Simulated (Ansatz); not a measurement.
`C=C=[C](C)[GaH2]` at its PBE0-D4/def2-TZVP geometry, where that method's forces vanish. Charge 0, multiplicity 1.

```
atom   x (Å)   y (Å)   z (Å)
  C1  -2.018  -0.781  -0.870
  C2  -0.920  -0.330  -0.331
  C3   0.199   0.110   0.170
  C4   0.312   0.688   1.557
 Ga5   1.725  -0.048  -1.049
  H6  -2.311  -1.820  -0.763
  H7  -2.674  -0.129  -1.438
  H8   0.683   1.715   1.522
  H9  -0.650   0.688   2.073
 H10   1.024   0.118   2.159
 H11   1.494  -0.664  -2.469
 H12   3.134   0.452  -0.561
```

**Question.** For each bond, give half the difference of the two atoms' forces along it (eV/Å; positive pushes the atoms apart) under PBE-D4, r2SCAN-D4, B3LYP-D4, ωB97M-V in def2-TZVPP. (An estimate is asked.)

**Answer.** Ansatz gave: 
```json
{"bond": "C1–C2", "length (Å)": "1.304", "PBE-D4": "0.13", "r2SCAN-D4": "0.04", "B3LYP-D4": "0.06", "ωB97M-V": "0.11"}
{"bond": "C1–H6", "length (Å)": "1.085", "PBE-D4": "0.04", "r2SCAN-D4": "-0.03", "B3LYP-D4": "-0.05", "ωB97M-V": "-0.10"}
{"bond": "C1–H7", "length (Å)": "1.085", "PBE-D4": "0.04", "r2SCAN-D4": "-0.03", "B3LYP-D4": "-0.05", "ωB97M-V": "-0.10"}
{"bond": "C2–C3", "length (Å)": "1.303", "PBE-D4": "0.19", "r2SCAN-D4": "0.07", "B3LYP-D4": "-0.10", "ωB97M-V": "-0.02"}
{"bond": "C3–C4", "length (Å)": "1.507", "PBE-D4": "-0.11", "r2SCAN-D4": "0.11", "B3LYP-D4": "0.17", "ωB97M-V": "0.22"}
{"bond": "C3–Ga5", "length (Å)": "1.959", "PBE-D4": "-0.02", "r2SCAN-D4": "-0.04", "B3LYP-D4": "0.10", "ωB97M-V": "-0.05"}
{"bond": "C4–H8", "length (Å)": "1.093", "PBE-D4": "0.11", "r2SCAN-D4": "-0.04", "B3LYP-D4": "-0.06", "ωB97M-V": "-0.08"}
{"bond": "C4–H9", "length (Å)": "1.092", "PBE-D4": "0.13", "r2SCAN-D4": "-0.03", "B3LYP-D4": "-0.06", "ωB97M-V": "-0.09"}
{"bond": "C4–H10", "length (Å)": "1.093", "PBE-D4": "0.11", "r2SCAN-D4": "-0.03", "B3LYP-D4": "-0.06", "ωB97M-V": "-0.08"}
{"bond": "Ga5–H11", "length (Å)": "1.565", "PBE-D4": "0.02", "r2SCAN-D4": "-0.08", "B3LYP-D4": "-0.04", "ωB97M-V": "-0.08"}
{"bond": "Ga5–H12", "length (Å)": "1.573", "PBE-D4": "0.02", "r2SCAN-D4": "-0.08", "B3LYP-D4": "-0.06", "ωB97M-V": "-0.10"}
```

B3LYP here is the variant with VWN-RPA as its local correlation; programs differ in this.
